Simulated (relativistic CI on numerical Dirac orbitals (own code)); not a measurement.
## Ru+: L2,3 absorption edge

Computed with this model: Dirac-Coulomb-Breit CI, separate exchange-only KLI orbitals for each configuration, a model potential for QED, valence Slater integrals scaled by 0.8, multiplet model of core-to-valence dipole absorption; configurations [Kr] 4d7 → [He] 2s2 2p5 3s2 3p6 3d10 4s2 4p6 4d8; 80 K; Lorentzian 1.6 eV and Gaussian 0.5 eV FWHM. Energies are those of the free ion, without screening or charge transfer. The branching ratio is the share of the lower-energy edge in the whole absorption, uncertain by about 0.02 where the edges overlap. S is read from ⟨S²⟩ = S(S + 1).

Field parameters in Wybourne normalisation: Oh B⁴₀ = 21Dq, B⁴₄ = √(5/14) B⁴₀. The field is a parameter set, without covalency.

Case Oh, 10Dq = 7750 cm⁻¹, the dichroism is that of the ground state at zero temperature, magnetised by exchange field 10 meV on Sz. The dichroism I(Δm = −1) − I(Δm = +1), over the sum of the three polarisations, integrates to -0.1709 on the lower edge and 0.0230 on the upper edge. The branching ratio is 0.842.

(1) Use the orbital sum rule with 3 holes to get ⟨Lz⟩.

Answers

(1) For a p → d edge ⟨Lz⟩ = 2 × n_h × (sum of both integrals) in this sign convention = -0.89; the ground state itself has ⟨Lz⟩ = -0.87 and ⟨Sz⟩ = -0.98. The rule assumes one radial integral for both edges, which relativistic orbitals only approach.
